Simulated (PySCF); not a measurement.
## Orbital picture of ErO

PBE at R = 1.787 Å; PySCF, spin-free X2C with a Gaussian nucleus, basis sets Er x2c-SVPall, O x2c-SVPall. State: quintet, about 11.3 electrons in the 4f shell (Mulliken), real f orbitals that mix terms. Only the outer orbitals are listed, counted within each symmetry.

```
spin  orbital  occ.  ε (eV)  on Er (%)           main shells (%)
   α       8π     1   -6.24         30  70 O p, 18 Er d, 10 Er f
   α       8π     1   -6.24         30  70 O p, 18 Er d, 10 Er f
   α      15σ     1   -5.54         41  58 O p, 17 Er f, 15 Er d
   α      16σ     1   -3.92         99          82 Er s, 11 Er d
   α       4δ     0   -1.47        100                  100 Er d
   α       4δ     0   -1.47        100                  100 Er d
   α       9π     0   -1.17         99          69 Er p, 29 Er d
   β      14σ     1   -6.67         66           60 Er f, 33 O p
   β       7π     1   -6.32         32  68 O p, 16 Er f, 13 Er d
   β       7π     1   -6.32         32  68 O p, 16 Er f, 13 Er d
   β       1φ     1   -5.99        100                  100 Er f
   β       3δ     1   -5.54        100                  100 Er f
   β       3δ     1   -5.54        100                  100 Er f
   β      15σ     1   -4.96         58  42 O p, 39 Er f, 12 Er d
   β       1φ     0   -4.62        100                  100 Er f
   β       8π     0   -4.40         89           84 Er f, 10 O p
   β       8π     0   -4.40         89           84 Er f, 10 O p
```

Task: Which are the highest filled and the lowest empty level, where do they sit, and how wide is the gap?

Result: Highest filled α 16σ at -3.92 eV (in %: 82 Er s, 11 Er d); lowest empty β 1φ at -4.62 eV (in %: 100 Er f); the gap at PBE is -0.70 eV.

```
bond order (Mayer)                              : 2.42
⟨S²⟩                                            : 6.002
charge on Er (Mulliken, basis-dependent)        : 0.34
charge on Er (Löwdin, basis-dependent)          : 0.13
dipole moment (positive dipole means Er(−)O(+)) : -4.08 D
```

Spin–orbit coupling is left out. Counting both spins, an empty level lies below a filled one in this solution, because spin and occupation are held. With d or f electrons several states lie close, and the lowest PBE0 determinant need not be the measured ground state.
